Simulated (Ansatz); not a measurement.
`O[SiH2]N[SiH2]O`. Total charge 0; spin multiplicity 1. The structure was optimised at the PBE0-D4/def2-TZVP level. It is a higher conformer; a search finds a lower one.

```xyz
12

O    -1.712    1.053   -1.701
Si   -0.901   -0.331   -1.333
N     0.509   -0.096   -0.371
Si    0.583    0.186    1.317
O     1.364   -1.071    2.040
H    -1.246    1.727   -2.197
H    -0.435   -1.007   -2.573
H    -1.900   -1.130   -0.594
H     1.391   -0.187   -0.855
H    -0.826    0.305    1.768
H     1.331    1.432    1.649
H     1.840   -0.882    2.849
```

(1) What is the dipole moment at PBE/def2-TZVPP? (Estimate.)

(2) And with r2SCAN, B3LYP, ωB97M-V? (Estimate.)

(3) Give the Mulliken charges with PBE, ωB97M-V, r2SCAN in def2-TZVPP. (Estimate.)

Results:

(1) Computed: 2.51 D, with components (2.26, 1.09, 0.00) D in this frame, pointing from negative to positive charge.

(2) Ansatz gave: r2SCAN 2.57 D, B3LYP 2.56 D, ωB97M-V 2.59 D.

(3) Ansatz gave: 
| atom | PBE | ωB97M-V | r2SCAN |
| --- | --- | --- | --- |
| O1 | -0.35 | -0.37 | -0.41 |
| Si2 | 0.41 | 0.43 | 0.54 |
| N3 | -0.28 | -0.35 | -0.40 |
| Si4 | 0.42 | 0.45 | 0.55 |
| O5 | -0.35 | -0.38 | -0.41 |
| H6 | 0.18 | 0.17 | 0.19 |
| H7 | -0.10 | -0.06 | -0.11 |
| H8 | -0.07 | -0.04 | -0.08 |
| H9 | 0.13 | 0.10 | 0.14 |
| H10 | -0.09 | -0.05 | -0.10 |
| H11 | -0.10 | -0.07 | -0.11 |
| H12 | 0.18 | 0.17 | 0.20 |

B3LYP here is the variant with VWN-RPA as its local correlation; programs differ in this.
